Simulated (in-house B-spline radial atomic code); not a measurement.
## Two electrons outside the [Kr] 4d10 5s2 core: the xenon ion Xe⁴⁺

Computed with an all-electron radial atomic-structure program (B-spline basis): configuration interaction (CI) of the two valence electrons in the field of the frozen Dirac-Fock core, alone and with many-body perturbation theory for the core (screened one- and two-electron correlation potentials), Breit and QED terms; no-pair Dirac Hamiltonian, finite nucleus. Labels give the configuration (outer n counted up each series) and the leading LS term, or the jj pair where no LS term holds 70 %.

The outer s² shell of this core is soft: its mixing with p² is only treated to second order, so levels can be several per cent off.

Command:
```bash
python run_mb.py task.json out
```
Settings (nuclear radius in fm, box in bohr, cutoff in hartree):
```
basis_form          3
Z                   54
core_configuration  [Kr] 4d10 5s2
rms_radius          4.7859
mass_number         132
speed_of_light      137.036
box_radius          15.0
lmax                6
intervals           63
virtual_cutoff      5832.0
```

Time taken, with all properties: 70 s on 1 thread of Intel(R) Xeon(R) 6975P-C (shared host).

Excitation energies (cm⁻¹):

| level | purity of the LS term | CI alone | CI + MBPT + Breit + QED | Landé g of the LS mixture |
| --- | --- | --- | --- | --- |
| 5p2 3P0 | 0.901 | 0 | 0 | - |
| 5p2 3P1 | 0.999 | ? | ? | ? |
| 5p2 (1/2,3/2)2 | 0.634 (3P) | ? | ? | ? |
| 5p2 (3/2,3/2)2 | 0.634 (1D) | 28969 | 27902 | 1.18 |
| 5p2 1S0 | 0.9 | 44125 | 45178 | - |

**Question.** Where does 5p2 (1/2,3/2)2 lie?

**Answer.** 14310 cm⁻¹ in CI alone and 13799 cm⁻¹ with all corrections; g = 1.32.

**Question.** Where does 5p2 3P1 lie?

**Answer.** 9125 cm⁻¹ in CI alone and 9289 cm⁻¹ with all corrections; g = 1.50.

**Question.** What is the first ionisation energy?

**Answer.** 54.877 eV to the 5p1/2 state of the next ion (53.649 eV from CI alone). NIST lists 54.1 ± 0.5 eV (semi-empirical).
